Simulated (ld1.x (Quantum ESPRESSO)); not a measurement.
# Building the ultrasoft potential for phosphorus (P) (PBEsol, scalar-relativistic).

| Item | Value |
| --- | --- |
| Element | P (Z = 15) |
| Generator | ld1.x (Quantum ESPRESSO) 7.5 |
| Type | ultrasoft |
| Functional | PBEsol |
| Relativity | scalar-relativistic |
| Frozen core | [Ne] |
| Valence charge | 5 |
| Reference configuration | 3s1.75 3p3.25 |
| Partial waves | 3s (bound): rcut 1.50, rcutus 1.70 bohr; 3s channel at 0.3 Ry: rcut 1.50, rcutus 1.70 bohr; 3p (bound): rcut 1.30, rcutus 1.80 bohr; 3p channel at 0.7 Ry: rcut 1.30, rcutus 1.80 bohr; 3d channel at 0.25 Ry: rcut 1.25, rcutus 1.50 bohr; 3d channel at 1.75 Ry: rcut 1.25, rcutus 1.50 bohr |
| Local potential | all-electron potential smoothed inside 1.30 bohr (lloc = -1) |
| Core correction | Bessel-smoothed model core inside 0.90 bohr |
| Augmentation charge | PSQ, inside the norm-conserving radii |

All-electron outer shells of the reference configuration (PBEsol, scalar-relativistic, ld1.x):

| shell | level (eV) | outermost node (bohr) | outermost maximum (bohr) |
| --- | --- | --- | --- |
| 2s | -173.96 | 0.14 | 0.42 |
| 2p | -124.72 | – | 0.36 |
| 3s | -14.10 | 0.65 | 1.58 |
| 3p | -5.63 | 0.64 | 1.83 |

Task: Does the generator finish with these settings?

Result: Yes, a potential is produced and its reference levels are reproduced.

Task: Estimate the cutoffs (Ry, on a coarse ladder) from which the occupation-weighted sum of valence levels, in a spherical-Bessel basis at the reference potential, stays within 10 and 1 mRy of its value at 400 Ry.

Result: 15 Ry and 21 Ry.

Task: What does a ghost test show?

Result: No extra level below or beside the all-electron valence levels (s, p, d, f tested).

Task: Is the overlap operator S = 1 + Σ q|β⟩⟨β| positive definite (Bessel basis up to 400 Ry)?

Result: Yes: its lowest eigenvalue is 0.41 (s channel).

Task: Which valence shell sets the plane-wave cutoff?

Result: 3p: its level needs 15 Ry to come within 1 mRy, against 10 Ry for 3s.

Task: Tests: 3s2 3p3; 3s2 3p2; 3s2 3p1; 3s2 3p0; 3s1 3p4; 3s2 3p3.3; 3s2 3p2.5. Which has the largest error in its energy relative to the reference configuration, and how large is it?

Result: 3s1 3p4, with -0.8 meV (all-electron minus pseudo) on +6.40 eV.
